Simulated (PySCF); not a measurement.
Vertical excitations of a molecule C2H8OSi from TDA-M06-2X/def2-SVPD (PySCF 2.14.0), as energy in eV (oscillator strength): 7.45 (0.006), 7.98 (0.038), 8.18 (0.046), 8.31 (0.031), 8.56 (0.091), 8.80 (0.019), 8.82 (0.045), 8.98 (0.014), 9.17 (0.219), 9.28 (0.049). Lowest triplet (TDA): 7.16 eV. The structure is a stationary point at PBE0-D3(BJ)/def2-SVP. One conformer was computed; it need not be the lowest.

Identify the compound among the candidates.
(A) C[C@@H](O)[SiH3]
(B) OCC[SiH3]
(C) CCO[SiH3]
(D) CO[SiH2]C

D, CO[SiH2]C
